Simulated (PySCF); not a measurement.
Input for PySCF:
```python
from pyscf import gto, scf, dft

mol = gto.M(
    atom='''
Si   -0.02306863   -0.00441753    1.20707901
Br    0.95296278   -1.45162520   -0.22860751
Br   -0.94373533    1.45339221   -0.25422409
''',
    basis='6-31g',
    verbose=4,
)

mf = dft.RKS(mol)
mf.xc = 'pbe0'
mf.kernel()
```

Question: What does this run give for the nuclear repulsion energy, HOMO energy, Mulliken (on the basis functions themselves) charges in atom order, total energy, number of basis functions, HOMO-LUMO gap?

Answer: 
```yaml
nuclear_repulsion_energy: 416.2934 Eh
HOMO energy: -7.81 eV
Mulliken (on the basis functions themselves) charges in atom order: Si1 0.41, Br2 -0.20, Br3 -0.20
total_energy: -5436.3357 Eh
number_of_basis_functions: 67
HOMO-LUMO gap: 4.19 eV
```
